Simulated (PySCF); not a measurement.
**How methods differ on the ionisation energy of Pt⁵⁶⁺**

Pt⁵⁶⁺ [Ar] 3d4 [3d3/2^4, M_J = 0] → Pt⁵⁷⁺ [Ar] 3d3 [3d3/2^3, M_J = 3/2], as a difference of total energies. Computed with PySCF 2.14 in an even-tempered Gaussian basis (15 s from 16 bohr⁻², ratio 2.8; 12 p from 21 bohr⁻², ratio 2.8; 8 d from 21 bohr⁻², ratio 2.8; 3 f from 70 bohr⁻², ratio 3), with the two-component X2C-1e Hamiltonian. Correlated levels: [Ne] frozen; the 72 highest virtual spinors dropped. "Screened" scales the spin-orbit matrix elements by Boettger's factors to mimic the two-electron term; Breit and QED terms are absent.

```
                    method  ionisation energy (eV)
           GHF (spin-free)                  5611.9
          GMP2 (spin-free)                  5612.0
 GHF (screened spin-orbit)                  5657.9
GMP2 (screened spin-orbit)                  5658.7
```

Breit and QED terms and the two-electron picture change are absent.

The spin-free rows relax to the high-spin LS determinant and lack the spin-orbit shift.

The labels give the starting determinants; with spin-orbit coupling the two ends relaxed to ⟨J²⟩ = 0.00, ⟨L²⟩ = 2.47, ⟨S²⟩ = 2.47 and ⟨J²⟩ = 3.76, ⟨L²⟩ = 7.59, ⟨S²⟩ = 2.08.

For comparison: 5654 ± 5 eV (theoretical estimate listed by NIST; NIST Atomic Spectra Database, ionization energies).
